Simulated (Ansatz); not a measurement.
Abridged output of a molecular run in Ansatz:

```
Functional definition: HF
1664 factors; integrals over basis functions are off by at most 1.5e-3 eV
mean field evaluation 1: about -21202.6821 eV, gradient 3.3e1 eV
mean field evaluation 2: about -21203.1270 eV, gradient 3.3e1 eV
mean field evaluation 4: about -21206.7352 eV, gradient 5.6e0 eV
mean field evaluation 8: about -21206.8256 eV, gradient 3.3e-1 eV
mean field -21206.82629487 eV, -779.3364918332 hartree, gradient 6.5e-6 eV, S^2 0.000000; 0 other end points of the search recorded, 0 dependent functions left out; unrestricted orbitals would lower it
11 core orbitals not correlated: weight in the atoms' cores, before any rotation towards them, 1.000 or more for the frozen orbitals, at most 0.000 for the correlated occupied ones
reference -21206.82629487 eV, -779.3364918332 hartree; 28, 28 occupied and 125, 125 virtual orbitals, 1664 factors
second order -36.03725214 eV of doubles, -0.00000000 eV of singles
cycle   1  -35.00841267 eV  change     1.0e0 eV  update   1.8e-1
cycle   2  -36.15781644 eV  change    -1.1e0 eV  update   5.7e-2
cycle   3  -36.41577135 eV  change   -2.6e-1 eV  update   3.4e-2
cycle   4  -36.42336829 eV  change   -7.6e-3 eV  update   1.2e-2
cycle   5  -36.40783574 eV  change    1.6e-2 eV  update   7.1e-3
cycle   6  -36.41077609 eV  change   -2.9e-3 eV  update   2.7e-3
cycle   7  -36.41176508 eV  change   -9.9e-4 eV  update   1.4e-3
cycle   8  -36.41119657 eV  change    5.7e-4 eV  update   7.5e-4
cycle   9  -36.41098811 eV  change    2.1e-4 eV  update   3.6e-4
cycle  10  -36.41130030 eV  change   -3.1e-4 eV  update   1.7e-4
cycle  11  -36.41111853 eV  change    1.8e-4 eV  update   7.8e-5
cycle  12  -36.41108710 eV  change    3.1e-5 eV  update   2.6e-5
perturbative correction -1.42963270 eV, -0.0525380328 hartree
Total energy: -21244.66701467 eV, -780.7271126368 hartree
```

Its atoms:

```xyz
14

S    -0.979    1.194    4.540
Au   -0.523    0.631    2.411
N    -0.158    0.088    0.436
C    -1.108   -0.508   -0.293
C    -0.906   -0.882   -1.607
C     0.323   -0.633   -2.196
C     1.306   -0.017   -1.441
C     1.029    0.328   -0.133
H     0.215    1.747    4.817
H    -2.052   -0.683    0.205
H    -1.708   -1.362   -2.153
H     0.510   -0.915   -3.225
H     2.283    0.200   -1.853
H     1.768    0.811    0.493
```

**Question.** Which basis set was used?
A. cc-pV(T+d)Z
B. def2-QZVPP
C. def2-SVP
D. def2-TZVPP

**Answer.** C. It gives 164 functions.

**Question.** Write the keys of the input that set method, charge and spin (a neutral closed shell needs none for the last two).

**Answer.** 
```yaml
correlation: {method: ccsd_t}
```
